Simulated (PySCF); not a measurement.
Stretching CdP

Set-up: PySCF, scalar-relativistic core potentials, basis sets Cd def2-SVP with ECP28, P def2-SVP. Energies in eV from Cd + P in their ground configurations at the same level. All curves are PBE0. state 1: ⁴Σ⁻ (quartet), unpaired electrons σ ↑, π ↑↑; state 2: Ms = 0.5 determinant of mixed spin (⟨S²⟩ near 1.8), unpaired electrons σ ↓, π ↑↑, a second solution, started from another occupation; state 3: Ms = 0.5 determinant of mixed spin (⟨S²⟩ near 1.8), unpaired electrons σ ↑, π ↑↓, a mixture of terms (⟨Lz²⟩ = 2.0), a second solution, started from another occupation; state 4: doublet, unpaired electrons π ↑, a second solution, started from another occupation.

```json
{"R (Å)": "2.335", "state 1": "0.0009", "state 2": "0.2648", "state 3": "0.4863", "state 4": "0.3018"}
{"R (Å)": "2.443", "state 1": "-0.1806", "state 2": "0.1048", "state 3": "0.3198", "state 4": "0.3174"}
{"R (Å)": "2.552", "state 1": "-0.2686", "state 2": "0.0454", "state 3": "0.2498", "state 4": "0.4077"}
{"R (Å)": "2.634", "state 1": "-0.2949", "state 2": "0.0449", "state 3": "0.2388", "state 4": "0.5039"}
{"R (Å)": "2.715", "state 1": "-0.2993", "state 2": "0.0693", "state 3": "0.2509", "state 4": "0.6133"}
{"R (Å)": "2.796", "state 1": "-0.2897", "state 2": "0.1099", "state 3": "0.2777", "state 4": "0.7288"}
{"R (Å)": "2.905", "state 1": "-0.2648", "state 2": "0.1778", "state 3": "0.3257", "state 4": "0.8833"}
{"R (Å)": "3.041", "state 1": "-0.2263", "state 2": "0.2694", "state 3": "0.3918", "state 4": "1.0669"}
{"R (Å)": "3.204", "state 1": "-0.1809", "state 2": "0.3725", "state 3": "0.4662", "state 4": "1.2630"}
{"R (Å)": "3.421", "state 1": "-0.1314", "state 2": "0.4831", "state 3": "0.5455", "state 4": "1.4763"}
```

**Question.** Put a parabola through the three lowest points of the state 1 curve and estimate Re, k and ωe (reduced mass 24.35 u; 1 eV/Å² = 0.16022 mdyn/Å; ωe = 1302.8·√(k/μ) cm⁻¹).

**Answer.** Through R = 2.634, 2.715, 2.796 Å the second-order coefficient is 1.07 eV/Å², so Re ≈ 2.700 Å, k ≈ 0.342 mdyn/Å and ωe ≈ 154 cm⁻¹. A polynomial fit of higher order to the unrounded PBE0 energies gives Re = 2.694 Å, k = 0.376 mdyn/Å, ωe = 162 cm⁻¹; anharmonicity and rounding make the difference.

The higher-order fit for each curve: state 1: Re = 2.694 Å, ωe = 162 cm⁻¹, De = 0.300 eV; state 2: Re = 2.593 Å, ωe = 224 cm⁻¹, minimum 0.041 eV above the ground-state fragments; state 3: Re = 2.626 Å, ωe = 200 cm⁻¹, minimum 0.239 eV above the ground-state fragments. State 4 gave no clean fit.

The bond is weak. Basis-set superposition, not corrected here, can be much of De in a small basis, most of all at correlated wavefunction levels. Functionals without a dispersion term scatter widely for such bonds, and LDA overbinds them. Spin–orbit coupling is left out. The state was picked by a PBE0 search and need not be the measured ground state.
